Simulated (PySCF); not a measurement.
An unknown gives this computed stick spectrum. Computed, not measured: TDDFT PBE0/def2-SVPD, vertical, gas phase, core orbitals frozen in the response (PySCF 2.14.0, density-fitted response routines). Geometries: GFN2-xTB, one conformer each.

```json
{"state": "S1", "E (eV)": "5.34", "λ (nm)": "232.2", "f": "0.0034"}
{"state": "S2", "E (eV)": "5.45", "λ (nm)": "227.3", "f": "0.025"}
{"state": "S3", "E (eV)": "5.71", "λ (nm)": "217.1", "f": "0.039"}
{"state": "S4", "E (eV)": "5.98", "λ (nm)": "207.3", "f": "0.0024"}
{"state": "S5", "E (eV)": "6.38", "λ (nm)": "194.4", "f": "0.017"}
{"state": "S6", "E (eV)": "6.77", "λ (nm)": "183.0", "f": "0.014"}
{"state": "S7", "E (eV)": "6.92", "λ (nm)": "179.1", "f": "0.0045"}
{"state": "S8", "E (eV)": "6.96", "λ (nm)": "178.2", "f": "0.022"}
```

Question: Which structure fits?
A. `COCC1=CSC=N1`
B. `N#C[Si@H]1C[Si@H](O[SiH3])C1`
C. `CCCCN(C)C`
D. `N#C[C@@H](C=O)[SiH]([SiH3])[SiH3]`

Answer: A. Its S1 lies at 5.34 eV; the nearest of the others has S1 at 5.85 eV. S1 is HOMO-2→LUMO (54%), HOMO-1→LUMO (28%), HOMO→LUMO (17%). Löwdin shares by element: HOMO carbon 59% or more, oxygen 14% (atoms not listed hold the other 28%); LUMO carbon 42% or more, sulfur 25%, nitrogen 13% (atoms not listed hold the other 20%). At the same level the other candidates give, for their lowest levels:
- `N#C[Si@H]1C[Si@H](O[SiH3])C1`: 6.27 eV (f 0.001); 6.52 eV (f 0.119); 6.65 eV (f 0.000); 6.73 eV (f 0.001); 6.78 eV (f 0.001); T1 5.70 eV; HOMO -8.36, LUMO -0.84 eV
- `N#C[C@@H](C=O)[SiH]([SiH3])[SiH3]`: 4.30 eV (f 0.007); 5.65 eV (f 0.001); 5.88 eV (f 0.066); 6.07 eV (f 0.018); 6.28 eV (f 0.027); T1 3.72 eV; HOMO -8.18, LUMO -1.94 eV
- `CCCCN(C)C`: 5.85 eV (f 0.024); 6.34 eV (f 0.019); 6.47 eV (f 0.006); 6.89 eV (f 0.047); 7.15 eV (f 0.044); T1 5.65 eV; HOMO -6.12, LUMO 0.80 eV

Shape of the structure used: `[CH3:1][O:2][CH2:3][c:4]1[cH:5][s:6][cH:7][n:8]1`: C1–O2–C3–C4 -69°, O2–C3–C4–C5 -60°.
Triplets come from the Tamm–Dancoff approximation.
